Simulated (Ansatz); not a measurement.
Reaction (formal exchange of groups at a C–Al bond): `C[CH2][Al]([NH2])[OH]` + `CCc1ccccc1` → `CCCCc1ccccc1` + `[NH2][AlH][OH]`

Gas-phase electronic energies from Ansatz, PBE0-D4/def2-TZVP geometries. CCSD(T)/CBS adds triple-zeta CCSD(T) − MP2 to the extrapolated MP2 energy (def2 sets, frozen cores). This one scheme is used for every species. Functionals use def2-TZVPP. One conformer a species, not always the lowest.

**Question.** Is it downhill or uphill in electronic energy at CCSD(T)/CBS, and by how much? (Best estimate.)

**Answer.** The calculation gave: Uphill: ΔE = +6.1 kcal/mol.

**Question.** What do these levels give: ωB97M-V, r2SCAN, PBE0, SCS-MP2/def2-TZVPP, CCSD/def2-TZVPP, HF/def2-QZVPP? (Estimate.)

**Answer.** Computed: ωB97M-V 6.5, r2SCAN 7.4, PBE0 7.1, SCS-MP2/def2-TZVPP 5.5, CCSD/def2-TZVPP 5.7, HF/def2-QZVPP 5.4 kcal/mol.

Largest T1 diagnostic among the species: 0.011.
